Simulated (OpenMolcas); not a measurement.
**Multiplet structure of Kr3+**

| Quantity | Value |
| --- | --- |
| Program | OpenMolcas 26.06 |
| Method | RASSCF |
| Basis | ANO-RCC-VQZP [7s6p4d2f1g] |
| Scalar Hamiltonian | DKH2, point nucleus |
| Active space | 5 electrons in 9 orbitals (RAS2 4s 4p; RAS3 4d, at most 2 electrons) |
| State averaging | 2S+1 = 4 odd, 1 root; 2S+1 = 2 odd, 11 roots; 2S+1 = 4 even, 3 roots; 2S+1 = 2 even, 9 roots |
| Spin-orbit coupling | state interaction with AMFI integrals over the reference wave functions, term energies averaged over their components |

Spin-free terms above the lowest, with the occupations of the reference:

| Configuration | Term | E (cm⁻¹) | Occupations |
| --- | --- | --- | --- |
| 4s² 4p³ | ⁴S° | 0.0 | 4s 1.97 4p 2.99 4d 0.04 |
| 4s² 4p³ | ²D° | 22547 | 4s 1.97 4p 2.98 4d 0.05 |
| 4s² 4p³ | ²P° | 35139 | 4s 1.95 4p 3.00 4d 0.05 |
| 4s 4p⁴ | ⁴P | 119086 | 4s 1.09 4p 3.77 4d 0.14 |
| 4s 4p⁴ | ²D | 148893 | 4s 1.22 4p 3.50 4d 0.27 |

With spin-orbit coupling, above the lowest level:

```json
{"Configuration": "4s² 4p³", "Term": "⁴S°", "J": "3/2", "E (cm⁻¹)": "0.0", "Measured (cm⁻¹)": "0.0", "g": "1.993", "Term weight %": "99"}
{"Configuration": "4s² 4p³", "Term": "²D°", "J": "3/2", "E (cm⁻¹)": "21644", "Measured (cm⁻¹)": "17038", "g": "0.848", "Term weight %": "91"}
{"Configuration": "4s² 4p³", "Term": "²D°", "J": "5/2", "E (cm⁻¹)": "23009", "Measured (cm⁻¹)": "18700", "g": "1.200", "Term weight %": "100"}
{"Configuration": "4s² 4p³", "Term": "²P°", "J": "1/2", "E (cm⁻¹)": "35646", "Measured (cm⁻¹)": "31056", "g": "0.666", "Term weight %": "100"}
{"Configuration": "4s² 4p³", "Term": "²P°", "J": "3/2", "E (cm⁻¹)": "37400", "Measured (cm⁻¹)": "33406", "g": "1.295", "Term weight %": "90"}
{"Configuration": "4s 4p⁴", "Term": "⁴P", "J": "5/2", "E (cm⁻¹)": "117440", "Measured (cm⁻¹)": "118762", "g": "1.599", "Term weight %": "99"}
{"Configuration": "4s 4p⁴", "Term": "⁴P", "J": "3/2", "E (cm⁻¹)": "120736", "Measured (cm⁻¹)": "122426", "g": "1.733", "Term weight %": "100"}
{"Configuration": "4s 4p⁴", "Term": "⁴P", "J": "1/2", "E (cm⁻¹)": "122352", "Measured (cm⁻¹)": "124110", "g": "2.667", "Term weight %": "99"}
{"Configuration": "4s 4p⁴", "Term": "²D", "J": "3/2", "E (cm⁻¹)": "149113", "Measured (cm⁻¹)": "145773", "g": "0.808", "Term weight %": "99"}
{"Configuration": "4s 4p⁴", "Term": "²D", "J": "5/2", "E (cm⁻¹)": "149611", "Measured (cm⁻¹)": "146645", "g": "1.203", "Term weight %": "99"}
```

Against the 9 measured excited levels shown (Saloman, J. Phys. Chem. Ref. Data 36, 215 (2007)) the mean absolute deviation is 3200 cm-1; the largest miss in energy is 4s² 4p³ ²D°_3/2: computed 21644, measured 17038 cm⁻¹ (+27.0 %).

Spin-orbit coupling puts the lowest level 461 cm⁻¹ below the lowest spin-free term.

The run also gave levels led by 4s² 4p² 4d, which use shells meant for correlation; these and all levels above them are left out. Some terms mix strongly with configurations of 4d, whose occupation reaches 0.27 (4s 4p⁴ ²D). Computed and measured levels are paired by configuration, term and J; levels that our copy of the source lacks, or whose pairing is in doubt (as where it misses far off the trend of its configuration), stay unpaired and out of the deviations. Levels of configurations outside the active space are missing. The first state left out of the spin-orbit step lies near 200000 cm-1 above the lowest spin-free state of the reference (among the parities and spins computed), and the list stops at four fifths of that energy or lower.

The term weight is that of the spin-free term in the level, not the purity of its configuration. ° marks odd parity.
